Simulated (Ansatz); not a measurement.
I4Ta, charge +1, singlet, at a GFN2-xTB geometry (such geometries of metal compounds can be far from the true shape) (the multiplicity is a formal guess) (core potentials on I, Ta). Base run: Ansatz (a first-principles code) with PBE0/def2-SV(P).

Geometry (Å):
```xyz
5

Ta     0.0000     0.0000     0.0000
I      2.1100    -0.6098    -1.5085
I      0.7887     0.3874     2.5154
I     -1.1408     2.2230    -0.9255
I     -1.7579    -2.0006    -0.0815
```
Charge +1, spin multiplicity 1.
All else is at Ansatz's defaults.

The base run was repeated with changes; each row names its change, and settings that it needs were set with it.

| change | basis functions | E (Eh) | core-seconds (rough) |
|---|---|---|---|
| base | 129 | -1247.78121 | 9 |
| basis = def2-SVP | 136 | -1247.79607 | 10 |
| basis = def2-SVPD | ___ | ___ | 20 |
| basis = def2-TZVP | 240 | -1247.85636 | 10 |
| basis = def2-TZVPP | 256 | -1247.85901 | 30 |
| basis = def2-TZVPD | 279 | -1247.85736 | 30 |

**Question.** Complete the blanks.

**Answer.** 
- basis = def2-SVPD, basis functions: 175
- basis = def2-SVPD, E (Eh): -1247.80750

Totals compare only among sets that treat the same electrons; sets with core potentials leave the core out.
